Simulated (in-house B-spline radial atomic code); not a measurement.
Radial electron density of Cd, [Kr] 4d9 5s2 6d1. Computed with a B-spline radial code for spherical atoms: scalar-relativistic (X2C) r2SCAN0, spin-polarised, spherical fractional occupations, exact exchange averaged over the configuration, Fermi nucleus of rms radius 4.6087 fm.

One-electron X2C: radii and densities carry no picture-change correction, so inner-shell <1/r> comes out high (for 1s by about 2 % at Z = 33, 5 % at 54, 10 % at 75, 30 % at 118) and <r> low.

Columns: r (bohr), 4πr²n(r) (electrons per bohr), bar.

```
0.000896    1.612 #
 0.00116    2.449 #
 0.00149    3.651 ##
 0.00192    5.428 ###
 0.00248    8.013 #####
 0.00321     11.7 #######
 0.00414    16.68 #########
 0.00534    23.22 #############
 0.00689    31.36 ##################
 0.00889    40.68 #######################
  0.0115    50.22 ############################
  0.0148    57.92 #################################
  0.0191    61.91 ###################################
  0.0247    60.78 ##################################
  0.0318    56.05 ################################
  0.0411    52.62 ##############################
   0.053    56.55 ################################
  0.0684    68.18 #######################################
  0.0883     77.8 ############################################
   0.114    73.57 ##########################################
   0.147    58.92 #################################
    0.19    52.77 ##############################
   0.245    60.83 ##################################
   0.316    60.84 ##################################
   0.408    40.43 #######################
   0.526    20.94 ############
   0.679    18.39 ##########
   0.877     20.1 ###########
    1.13    14.93 ########
    1.46    7.728 ####
    1.88    3.527 ##
    2.43    1.656 #
    3.14   0.7194 
    4.05   0.2361 
    5.23  0.06745 
    6.75  0.02954 
    8.71 0.008426 
    11.2 0.0009226 
    14.5  0.03117 
    18.7  0.06988 
    24.1  0.05235 
    31.2 0.009852 
    40.2 0.0004128 
    51.9 3.934e-06 
      67 7.779e-09
```

On this grid the curve has 5 maxima, near 0.0191, 0.0883, 0.316, 0.877, 18.7 bohr.

The 6d up radial function P(r) = rR(r), positive near the nucleus:

```csv
r (bohr),P
0.0191,0.0003418
0.0318,0.001257
0.053,0.004143
0.0883,0.01131
0.147,0.02269
0.245,0.02622
0.408,0.0004615
0.679,-0.04165
1.13,-0.04049
1.88,0.02157
3.14,0.1119
5.23,0.1772
8.71,0.0913
14.5,-0.1766
24.1,-0.2288
40.2,-0.02032
```
